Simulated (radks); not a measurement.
Values are calculated unless marked as measured or tabulated.
Task: Cs4+, 51 electrons, occupied as [Kr] 4d10 5s2 5p3. Code: a radial shooting solver on a logarithmic mesh with Libxc functionals. Model: scalar-relativistic Kohn-Sham, PBE, spin-polarised, spherical densities, point nucleus; open shells are filled with parallel spins first (spin-orbit coupling, left out, can overturn this in heavy ions). Some entries of the table are withheld. Estimate them.

| orbital | occ. | eigenvalue (hartree) | <r^2> (bohr^2) | <1/r> (bohr^-1) |
|---|---|---|---|---|
| 1s up | 1 | -1317.269 | 0.0009250 | 59.40 |
| 1s down | 1 | -1317.262 | 0.0009250 | 59.40 |
| 2s up | 1 | -207.9899 | 0.01483 | 13.64 |
| 2s down | 1 | -207.9869 | 0.01483 | 13.64 |
| 2p up | 3 | -186.7400 | 0.01177 | 13.00 |
| 2p down | 3 | -186.7347 | 0.01177 | 13.00 |
| 3s up | 1 | -44.51517 | 0.1021 | 4.918 |
| 3s down | 1 | -44.50977 | 0.1021 | 4.918 |
| 3p up | 3 | -37.67739 | 0.1023 | 4.668 |
| 3p down | 3 | -37.67119 | 0.1022 | 4.668 |
| 3d up | 5 | -27.64364 | 0.08837 | 4.423 |
| 3d down | 5 | -27.63769 | 0.08836 | 4.423 |
| 4s up | 1 | -9.69176 | 0.5438 | 2.019 |
| 4s down | 1 | -9.67884 | 0.5434 | 2.019 |
| 4p up | 3 | -7.50365 | 0.6206 | 1.857 |
| 4p down | 3 | -7.49002 | 0.6189 | 1.858 |
| 4d up | 5 | -4.31766 | 0.8078 | 1.588 |
| 4d down | 5 | -4.29783 | 0.7980 | 1.594 |
| 5s up | 1 | -2.47024 | 3.003 | 0.8005 |
| 5s down | 1 | -2.36005 | 2.988 | 0.8080 |
| 5p up | 3 | (1) | 3.825 | 0.7025 |
| 5p down | 0 | (2) | 3.877 | 0.7018 |
| 4f up | 0 | (3) | 2.474 | 0.9507 |
| 4f down | 0 | (4) | 2.316 | 0.9858 |
| 6s up | 0 | -0.99808 | 12.41 | 0.3909 |

Result: 
(1) 5p up eigenvalue (hartree): -1.91698
(2) 5p down eigenvalue (hartree): -1.80251
(3) 4f up eigenvalue (hartree): -1.15659
(4) 4f down eigenvalue (hartree): -1.09237
